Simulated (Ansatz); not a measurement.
```yaml
crystal:
  periodic: [false, false, false]
  atoms:
    - {symbol: Si, position_ang: [0.044491, 1.539713, 0.196230]}
    - {symbol: O, position_ang: [-0.751213, 0.117738, -0.014886]}
    - {symbol: Ge, position_ang: [-0.257949, -1.544245, -0.298811]}
    - {symbol: Cl, position_ang: [1.458265, -1.944325, 0.933852]}
    - {symbol: H, position_ang: [0.573589, 1.649415, 1.579271]}
    - {symbol: H, position_ang: [1.177024, 1.653325, -0.763136]}
    - {symbol: H, position_ang: [-0.928830, 2.630792, -0.053403]}
    - {symbol: H, position_ang: [-1.406254, -2.440783, 0.161538]}
    - {symbol: H, position_ang: [0.179277, -1.707929, -1.757656]}
basis:
  gaussian: {orbitals: def2-TZVPD}
hamiltonian: {xc: {name: CAM-B3LYP}}
multiplicity: 3
output: {forces: true}
```

```sh
$ ansatz run in.yaml --threads 4 --pin off --events-out ev --progress --plain --max-ram 10444MiB
```

Output, abridged:

```
Error: YAML parse error: error: line 16 column 1: unknown field `multiplicity`, expected one of crystal, accuracy, basis, kpoints, hamiltonian, magnetization, projection, total_charge, correlation, batch, efield, external_charges, scf, relax, neb, saddle, md, ramp, phonons, dielectric, real_time, elastic, magnetic_configurations, gw, evaluate, workflow, output, checkpoint, execution
14 |   gaussian: {orbitals: def2-TZVPD}
15 | hamiltonian: {xc: {name: CAM-B3LYP}}
16 | multiplicity: 3
17 | output: {forces: true}
```

Task: Something in this input is off. What?

Result: The input holds a key that doesn't belong there. The input was rejected before any iteration.
